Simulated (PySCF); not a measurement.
ClGa (SMILES [Cl][Ga]), singlet, at a GFN2-xTB geometry (such geometries of metal compounds can be far from the true shape), atoms displaced at random by about 0.08 Å a coordinate; TPSS/6-31G, gradient in PySCF.

Input for PySCF:
```python
from pyscf import gto, scf, dft

mol = gto.M(
    atom='''
Ga   -0.01441050   -0.04998244   -0.83608093
Cl    0.13261656    0.02459498    1.31652892
''',
    basis='6-31g',
    verbose=4,
)

mf = dft.RKS(mol)
mf.xc = 'tpss'
mf.grids.level = 0
mf.kernel()
g = mf.nuc_grad_method()
g.grid_response = False
grad = g.kernel()
```

It wrote (shortened):

```
PySCF version 2.14.0

[INPUT] verbose = 4
[INPUT] num. atoms = 2
[INPUT] num. electrons = 48
[INPUT] charge = 0
[INPUT] spin (= nelec alpha-beta = 2S) = 0
[INPUT] symmetry False subgroup None
[INPUT] Mole.unit = angstrom
[INPUT] Symbol           X                Y                Z      unit          X                Y                Z       unit  Magmom
[INPUT]  1 Ga    -0.014410500000  -0.049982440000  -0.836080930000 AA   -0.027231898318  -0.094453122638  -1.579963975672 Bohr   0.0
[INPUT]  2 Cl     0.132616560000   0.024594980000   1.316528920000 AA    0.250608977982   0.046477776239   2.487879093869 Bohr   0.0

nuclear repulsion = 129.174410079863
number of shells = 18
number of NR pGTOs = 136
number of NR cGTOs = 40
basis = 6-31g
ecp = {}

******** <class 'pyscf.dft.rks.RKS'> ********
method = RKS
initial guess = minao
damping factor = 0
level_shift factor = 0
DIIS = <class 'pyscf.scf.diis.CDIIS'>
diis_start_cycle = 1
diis_space = 8
diis_damp = 0
SCF conv_tol = 1e-09
SCF conv_tol_grad = None
SCF max_cycles = 50
direct_scf = True
direct_scf_tol = 1e-13
XC library pyscf.dft.libxc version 7.1.2
    S. Lehtola, C. Steigemann, M. J. T. Oliveira, and M. A. L. Marques,  SoftwareX 7, 1–5 (2018)
XC functionals = tpss
    J. Tao, J. P. Perdew, V. N. Staroverov, and G. E. Scuseria,  Phys. Rev. Lett. 91, 146401 (2003)
    J. P. Perdew, J. Tao, V. N. Staroverov, and G. E. Scuseria,  J. Chem. Phys. 120, 6898 (2004)
    J. Tao, J. P. Perdew, V. N. Staroverov, and G. E. Scuseria,  Phys. Rev. Lett. 91, 146401 (2003)
    J. P. Perdew, J. Tao, V. N. Staroverov, and G. E. Scuseria,  J. Chem. Phys. 120, 6898 (2004)
radial grids:
    Treutler-Ahlrichs [JCP 102, 346 (1995); DOI:10.1063/1.469408] (M4) radial grids

becke partition: Becke, JCP 88, 2547 (1988); DOI:10.1063/1.454033
pruning grids: <function nwchem_prune>
grids dens level: 0
symmetrized grids: False
atomic radii adjust function: <function treutler_atomic_radii_adjust>
small_rho_cutoff = 0
Set gradient conv threshold to 3.16228e-05
Initial guess from minao.
tot grids = 4048
init E= -2384.24944279085
  HOMO = -0.252205468556281  LUMO = -0.0827201628310998  gap/eV = 4.61193
cycle= 1 E= -2384.69201021583  delta_E= -0.443  |g|= 0.311  |ddm|= 1.25
  HOMO = -0.202401337750782  LUMO = -0.0858712884246501  gap/eV = 3.17094
cycle= 2 E= -2384.41911898024  delta_E= 0.273  |g|= 0.93  |ddm|= 1.63
  HOMO = -0.231020103993878  LUMO = -0.0810581432091477  gap/eV = 4.08067
cycle= 3 E= -2384.73304121822  delta_E= -0.314  |g|= 0.0428  |ddm|= 1.14
  HOMO = -0.238595180572651  LUMO = -0.0860523810321334  gap/eV = 4.15090
cycle= 4 E= -2384.73337250527  delta_E= -0.000331  |g|= 0.0247  |ddm|= 0.102
  HOMO = -0.2376085954828  LUMO = -0.0850054096023962  gap/eV = 4.15254
cycle= 5 E= -2384.73348622662  delta_E= -0.000114  |g|= 0.00569  |ddm|= 0.0204
  HOMO = -0.237015180659348  LUMO = -0.0843594752153084  gap/eV = 4.15397
cycle= 6 E= -2384.73350254888  delta_E= -1.63e-05  |g|= 0.000373  |ddm|= 0.0131
  HOMO = -0.237060293617264  LUMO = -0.084359235023285  gap/eV = 4.15521
cycle= 7 E= -2384.7335026119  delta_E= -6.3e-08  |g|= 6.21e-05  |ddm|= 0.00124
  HOMO = -0.237071924808528  LUMO = -0.0843692577522966  gap/eV = 4.15525
cycle= 8 E= -2384.73350261342  delta_E= -1.52e-09  |g|= 2.99e-06  |ddm|= 0.000158
  HOMO = -0.23707157124895  LUMO = -0.084368751644432  gap/eV = 4.15526
cycle= 9 E= -2384.73350261342  delta_E= -6.37e-12  |g|= 3.64e-07  |ddm|= 5.95e-06
  HOMO = -0.237071570197946  LUMO = -0.0843687872954199  gap/eV = 4.15525
Extra cycle  E= -2384.73350261342  delta_E= 9.09e-13  |g|= 6.81e-07  |ddm|= 1.86e-06
converged SCF energy = -2384.73350261342

******** <class 'pyscf.grad.rks.Gradients'> for <class 'pyscf.dft.rks.RKS'> ********
unit = Eh/Bohr
grid_response = False
--------------- RKS gradients ---------------
         x                y                z
0 Ga     0.0032612783     0.0019429593     0.0371246348
1 Cl    -0.0023291112    -0.0014167069    -0.0372241672
----------------------------------------------
```
